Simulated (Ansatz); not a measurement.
Two structures of GaAsH6O, closed shell, reached by relaxing down either side of one saddle point (PBE0-D4/def2-TZVP). Energies are electronic, without zero-point energy. Program: Ansatz 0.2.0. Basis: def2-TZVPP and def2-QZVPP. Cores are frozen in the correlated methods. Filled d shells of the heavier atoms are correlated. The def2 sets are not built for correlating such inner shells, so the correlated values are less sure here. Extrapolation: Hartree–Fock as exp(−7.88 √X), correlation as X^−2.97. First:

```tsv
atom	x (Å)	y (Å)	z (Å)
Ga1	-0.2767	1.0470	-0.9638
O2	1.5359	0.8934	-0.9601
H3	-1.0523	0.2874	-2.1001
H4	-0.8078	2.2657	-0.1404
H5	0.2666	-2.1393	0.7414
As6	-0.4017	-0.8173	1.0331
H7	1.8589	0.3101	-1.6489
H8	0.4460	-0.4605	2.2286
H9	-1.5690	-1.3865	1.8102
```

Second:

```
atom    x (Å)    y (Å)    z (Å)
 Ga1  -0.6152   0.9163  -0.3792
  O2   1.3627   0.0280  -0.6848
  H3  -1.1539   0.5732  -1.8209
  H4  -0.1948   2.3728   0.0225
  H5   1.4523  -0.6259   0.0194
 As6  -1.3390  -0.5642   1.4367
  H7   1.3732  -0.4598  -1.5154
  H8  -0.0233  -0.4122   2.1963
  H9  -0.8620  -1.8281   0.7255
```

Question: Which bonds change from the first to the second?

Answer: GaH₃O ([OH][GaH2]) + AsH₃ → GaAsH₄ ([GaH2][AsH2]) + H₂O (still joined by a long Ga–O bond); bonds formed: O2–H5; dative contacts that become bonds: Ga1–As6; bonds broken: H5–As6; bonds weakened to dative contacts: Ga1–O2.

Question: Give the saddle point's structure and its height above each. (An estimate is asked for; the value comes from the calculation.)

Answer: Computed: 23.04 kcal/mol above the first and 28.34 kcal/mol above the second (CCSD(T) at an estimated basis limit (MP2 extrapolated from triple and quadruple zeta, plus CCSD(T) − MP2 in triple zeta)).
| atom | x (Å) | y (Å) | z (Å) |
| --- | --- | --- | --- |
| Ga1 | -0.3146 | 1.0766 | -0.7336 |
| O2 | 1.3688 | 0.1409 | -0.7323 |
| H3 | -1.2446 | 0.6110 | -1.8962 |
| H4 | -0.1898 | 2.4385 | 0.0036 |
| H5 | 0.5769 | -0.4545 | 0.2274 |
| As6 | -0.8835 | -0.6155 | 1.2421 |
| H7 | 1.4871 | -0.4634 | -1.4719 |
| H8 | 0.0456 | -0.6403 | 2.4320 |
| H9 | -0.8458 | -2.0933 | 0.9290 |

No T1 diagnostic of these runs exceeds 0.013.

Labels in which every atom is bracketed show which atoms are joined, not bond orders.

For scale, one of the runs: CCSD(T)/def2-TZVPP, 211 basis functions, launched by `ansatz run in.yaml --threads 4 --pin off --events-out ev --progress --plain --max-ram 9574MiB`. Hardware: 4 CPU threads of an Arm Neoverse V1, shared host. Wall time 2.2 min; peak host memory 3 GiB.
